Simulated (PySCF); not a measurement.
**How methods differ on the ionisation energy of Tb⁵⁵⁺**

Tb⁵⁵⁺ [Ne] (1S) → Tb⁵⁶⁺ [He] 2s2 2p5 (2P), as a difference of total energies. Computed with PySCF 2.14 in an uncontracted even-tempered set (19 s from 32 bohr⁻², ratio 2.2; 13 p from 41 bohr⁻², ratio 2.2; 5 d from 170 bohr⁻², ratio 2.4; 5 f from 250 bohr⁻², ratio 2.4; 4 g from 370 bohr⁻², ratio 2.4), with scalar relativity by spin-free X2C-1e. Correlated levels: nothing frozen; virtual orbitals above 40 to 60 times the deepest correlated orbital energy dropped. The calculations carry no spin-orbit coupling.

```tsv
method	ionisation energy (eV)
UHF	11927.5
LDA	11922.2
PBE	11923.4
PBE0	11924.9
r2SCAN	11928.7
r2SCANh	11928.8
M06-2X	11926.1
MP2 (all electrons)	11929.4
SCS-MP2 (all electrons)	11929.2
```

A first-order spin-orbit estimate (lowest level to lowest level, LS coupling) adds -242.3 eV.

For this ion Breit and QED terms and the two-electron picture change, all absent here, outweigh the differences among the correlated methods.

For comparison: 11673 ± 5 eV (theoretical estimate listed by NIST; NIST Atomic Spectra Database, ionization energies).
